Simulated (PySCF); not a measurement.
# Structure elucidation problem

The spectra below were simulated for a compound C₂H₁₀O₂Si₂.

$^{1}$H NMR (400 MHz, computed): δ 5.20 (q, 2H), 4.91 (s, 2H), 3.87 (s, 3H), 0.32 (t, 3H).

$^{13}$C{$^{1}$H} NMR (computed): δ 50.4 (CH3), 0.3 (CH3).

[PySCF 2.14: GIAO PBE0/pcSseg-1 shieldings; structure optimised with GFN2-xTB; one conformer; rapidly exchanging positions averaged; in vacuum; non-relativistic]

Scale: TMS for $^{1}$H (31.72 ppm) and $^{13}$C (186.93 ppm) (reference shieldings calculated alike).

**Question.** Deduce the structure.

**Answer.** 
- The formula gives 0 degrees of unsaturation.
- 2 carbon signals for 2 carbons: no two carbons are equivalent.
- Carbon types of the structure: 2 × CH3, leaving 4 H on heteroatoms.
- δC 50.4: methyl carbon bonded to O; pulled downfield by the heteroatom.
- δC 0.3: methyl carbon bonded to Si; an electropositive neighbour leaves it electron-rich and shielded.
- δH 5.20: hydrogen on a silicon bonded to C, O.
- δH 4.91: hydrogen on a silicon bonded to 2 O.
- δH 3.87: hydrogen on a methyl carbon bonded to O; its carbon carries O, which withdraws density.
- δH 0.32: hydrogen on a methyl carbon bonded to Si; an electropositive neighbour shields it, as in TMS itself.

The compound is SMILES CO[SiH2]O[SiH2]C.

The shifts were computed for this structure.

Shifts are as computed. Against solution values, carbons near 30 ppm lie about +3 ppm off and those near 130 ppm about +5 ppm. Of 1211 compounds with measured shifts, 218 miss one by over three times the rms of a fit or turn the order of signals round; such compounds aren't used in these exercises. Multiplicities follow the n + 1 count of equivalent neighbours, as no J values were calculated; m marks all less simple cases, F and P coupling included.
